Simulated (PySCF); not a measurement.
**Working out the ionisation energy of Nb²⁺**

Nb²⁺ [Kr] 4d3 (4F) → Nb³⁺ [Kr] 4d2 (3F). Computed with PySCF 2.14 in aug-cc-pwCVDZ-PP with ECP28MDF (6s6p5d3f, 70 functions), with scalar relativity through the core potential. Frozen: nothing. Energies in hartree (1 hartree = 27.21139 eV):

```json
{"part": "UHF", "Nb²⁺ (lower)": "-55.448867", "Nb³⁺ (upper)": "-54.558348"}
{"part": "CCSD correlation", "Nb²⁺ (lower)": "-0.280045", "Nb³⁺ (upper)": "-0.259113"}
{"part": "(T)", "Nb²⁺ (lower)": "-0.005780", "Nb³⁺ (upper)": "-0.005070"}
```

Q: What does Hartree-Fock give?

A: (-54.558348) − (-55.448867) = 0.890519 hartree = 24.232 eV.

Q: What do CCSD and CCSD(T) give?

A: The CCSD correlation energies differ by 0.020932 hartree = 0.570 eV and the triples by 0.000710 hartree = 0.019 eV, so CCSD gives 24.802 eV and CCSD(T) 24.821 eV.

Reference: 25.04 eV (semi-empirical (NIST evaluation); NIST Atomic Spectra Database, ionization energies), between the lowest levels; spin-orbit coupling is absent from the calculation.

A double-zeta basis recovers only part of the correlation energy.

What remains against the reference includes basis incompleteness and higher excitations.
